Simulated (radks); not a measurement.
Results of a calculation; reference values are marked as such.
Question: Sm+, 61 electrons, occupied as [Xe] 4f6 6s1 (the NIST ground configuration). Level of theory: scalar-relativistic Kohn-Sham, revPBE, spin-polarised, spherical densities, finite nucleus; open shells are filled with parallel spins first (spin-orbit coupling, left out, can overturn this in heavy ions); Fermi nuclear charge, rms radius 5.0819 fm (a radial shooting solver on a logarithmic mesh with Libxc functionals). Some entries of the table are withheld. Estimate them.

orbital  occ.  eigenvalue (Ry)  <r> (bohr)
1s up       1        -3430.845     0.02274
1s down     1        -3430.844     0.02274
2s up       1        -560.9633     0.09701
2s down     1        -560.9614     0.09701
2p up       3        -500.4437     0.08547
2p down     3        -500.4423     0.08547
3s up       1        -123.2539      0.2550
3s down     1        -123.1184      0.2548
3p up       3        -104.3316      0.2534
3p down     3        -104.1967      0.2532
3d up       5        -78.70468      0.2311
3d down     5        -78.60120      0.2308
4s up       1        -24.94383      0.5794
4s down     1        -24.60215      0.5792
4p up       3        -18.72856      0.6135
4p down     3        -18.38606      0.6133
4d up       5        -10.00886      0.6710
4d down     5         -9.66450      0.6713
5s up       1         -3.69718       1.403
5s down     1         -3.48858       1.424
5p up       3         -2.20839       1.646
5p down     3         -2.04796       1.678
4f up       6         -0.71706      0.9872
6s up       1              (1)       3.873
5d up       0         -0.55537         (2)
5d down     0         -0.46339         (3)
4f down     0         -0.41648       1.078
6p up       0         -0.40820       4.946

Answer: 
(1) 6s up eigenvalue (Ry): -0.64143
(2) 5d up <r> (bohr): 2.795
(3) 5d down <r> (bohr): 2.857
